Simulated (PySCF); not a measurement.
A geometry optimisation on `CN(C)CC(C)(C)C`.

Computed with PBE0-D3(BJ)/def2-SVP geometry optimisation, gas phase (PySCF 2.14.0). Start geometry: GFN2-xTB. A driver script takes a list of jobs; this job's settings line and coordinates (Å) are shown.

Command:
```bash
OMP_NUM_THREADS=1 python probes_run.py task.json out
```

Input:
```
{"job": {"xc": "PBE0", "basis": "def2-SVP", "d3": "d3bj", "grid": 1, "shake": 0.01, "kind": "geom"}, "charge": 0, "multiplicity": 1}
C     -2.208090    -0.425390     1.015140
N     -1.372910     0.136850    -0.019040
C     -2.148170     0.508300    -1.198690
C     -0.186850    -0.706350    -0.321300
C      1.112440    -0.032960     0.036760
C      2.262350    -0.954310    -0.336840
C      1.251040     1.289430    -0.716820
C      1.176980     0.261640     1.543870
H     -2.761010    -1.306380     0.708860
H     -2.975180     0.348080     1.290040
H     -1.648660    -0.635180     1.904540
H     -2.640620    -0.344920    -1.645640
H     -2.905010     1.261340    -0.917720
H     -1.482650     0.959650    -1.921780
H     -0.207330    -0.966330    -1.384770
H     -0.292320    -1.641060     0.237450
H      3.223940    -0.484310    -0.102650
H      2.189640    -1.891840     0.218000
H      2.243990    -1.189070    -1.397170
H      2.149390     1.797480    -0.459520
H      0.397470     1.946220    -0.468160
H      1.234750     1.095850    -1.799930
H      0.349230     0.924200     1.805250
H      1.074260    -0.665230     2.110660
H      2.115730     0.726350     1.818810
```

Output:
```
step   0  E = -331.09406242  max force = 0.036606
step   1  E = -331.10024878  max force = 0.007044
step   2  E = -331.10050450  max force = 0.001541
step   3  E = -331.10053177  max force = 0.000382
step   4  E = -331.10053960  max force = 0.000607
step   5  E = -331.10054064  max force = 0.000508
step   6  E = -331.10054132  max force = 0.000214
optimisation converged
```

Energies in Eh; «max force» is the largest Cartesian gradient component in Eh/bohr.

Task: How much energy does the optimisation release, in kcal/mol?

Result: E(step 0) − E(last step) = 0.006479 Eh, which is 4.1 kcal/mol.

Task: Give the first gradient maximum in eV/Å.

Result: With 1 Eh/bohr = 51.422 eV/Å, 1.882 eV/Å.

Main results: final energy -331.10054 Eh after 6 steps; dipole 0.51 D.

Task: Give the final coordinates.

Result: 0.045 Å rms from the input after alignment:
```
atom  x, y, z in Å
C1    -2.2852   -0.3644    0.8770
N2    -1.3895    0.1022   -0.1481
C3    -2.0759    0.4941   -1.3509
C4    -0.2277   -0.7406   -0.3642
C5     1.1128   -0.0841    0.0194
C6     2.2331   -1.0863   -0.2546
C7     1.3241    1.1778   -0.8161
C8     1.0960    0.2889    1.5012
H9    -2.8251   -1.3006    0.6043
H10   -3.0446    0.4037    1.0947
H11   -1.7354   -0.5545    1.8104
H12   -2.5888   -0.3508   -1.8662
H13   -2.8400    1.2535   -1.1201
H14   -1.3720    0.9446   -2.0660
H15   -0.1737   -1.0471   -1.4259
H16   -0.3299   -1.6821    0.2080
H17    3.2153   -0.6615    0.0061
H18    2.0996   -2.0071    0.3366
H19    2.2640   -1.3716   -1.3189
H20    2.2659    1.6796   -0.5425
H21    0.4981    1.8862   -0.6517
H22    1.3701    0.9424   -1.8922
H23    0.2712    0.9872    1.7090
H24    0.9643   -0.6020    2.1372
H25    2.0397    0.7747    1.7962
```

Task: How long does this job take on one thread, Intel Xeon Platinum 8488C (x86_64), shared host with 192 logical CPUs at a one-minute load of 23? And the peak memory of the process?

Result: About 2.1 min, with 0.83 GiB resident at the peak, the Python interpreter and its libraries included.
Labels such as C1 count atoms from 1, the log's own numbers from 0.
